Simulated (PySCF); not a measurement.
Species: C6H13P.
Cartesian coordinates in Å at the GFN2-xTB level; atoms count from 1:
```xyz
20
C6H13P angstrom
C     -2.3179    0.6994   -0.1879
C     -1.1870   -0.3070   -0.0154
C     -0.3080   -0.0129    1.1991
C      0.8682   -0.9782    1.1208
P      1.3667   -1.1071   -0.6782
C      2.4540    0.3940   -0.7624
C     -0.2463   -0.3222   -1.2226
H     -1.9195    1.7066   -0.2980
H     -2.9059    0.4638   -1.0726
H     -2.9769    0.6832    0.6778
H     -1.6168   -1.3075    0.1084
H      0.0413    1.0206    1.1473
H     -0.8600   -0.1363    2.1324
H      0.5617   -1.9731    1.4535
H      1.7178   -0.6684    1.7306
H      1.9961    1.2548   -0.2788
H      2.6530    0.6260   -1.8071
H      3.4004    0.1636   -0.2766
H     -0.6752   -0.8840   -2.0541
H     -0.0508    0.6953   -1.5701
```

Computed, not measured: TDDFT CAM-B3LYP/def2-SVPD, vertical, gas phase, core orbitals frozen in the response (PySCF 2.14.0, density-fitted response routines).

Transition dipole moments from the ground state, in atomic units and in the frame of the coordinates above (overall signs are arbitrary), for the states with f of 0.002 or more among the lowest 8:

```json
{"state": "S1", "E (hartree)": "0.2322", "μx": "0.472", "μy": "0.405", "μz": "-0.256"}
{"state": "S2", "E (hartree)": "0.2371", "μx": "-0.286", "μy": "0.112", "μz": "-0.557"}
{"state": "S3", "E (hartree)": "0.2403", "μx": "0.435", "μy": "-0.075", "μz": "0.102"}
{"state": "S4", "E (hartree)": "0.2607", "μx": "0.300", "μy": "-0.536", "μz": "-0.320"}
{"state": "S5", "E (hartree)": "0.2704", "μx": "-0.097", "μy": "-0.279", "μz": "-0.080"}
{"state": "S7", "E (hartree)": "0.2931", "μx": "0.293", "μy": "-0.271", "μz": "-0.267"}
{"state": "S8", "E (hartree)": "0.2980", "μx": "-0.078", "μy": "0.506", "μz": "0.175"}
```

Q: What oscillator strength does each state have?

A: f = (2/3) ΔE |μ|² with ΔE in hartree (27.2114 eV).

```
state  |μ|² (au)  |μ| (D)      f
   S1      0.453     1.71  0.070
   S2      0.405     1.62  0.064
   S3      0.205     1.15  0.033
   S4      0.480     1.76  0.083
   S5      0.094     0.78  0.017
   S7      0.230     1.22  0.045
   S8      0.293     1.38  0.058
```

Q: Which bond between heavy atoms lies closest to the direction of the S4 transition dipole?

A: C3–C4, at 32° from it; next C1–C2 at 39°.

Q: What angle do the transition dipoles of S1 and S8 make?

A: |cos θ| = |μa·μb| / (|μa| |μb|) = 0.34, so θ ≈ 70° (taken between 0 and 90°, since the signs are arbitrary).

Q: What peak molar absorption coefficient would the strongest computed level give as a lone Gaussian band 0.4 eV wide at half height?

A: ε(max) = 2.175×10⁸ f / FWHM, with the width in cm⁻¹. S4: 2.175×10⁸ × 0.0833 / 3226 ≈ 5600 L mol⁻¹ cm⁻¹.

One conformer stands for the species.

Without π bonds the low states may be Rydberg-like; a valence basis with one diffuse set may place them up to an eV too high.
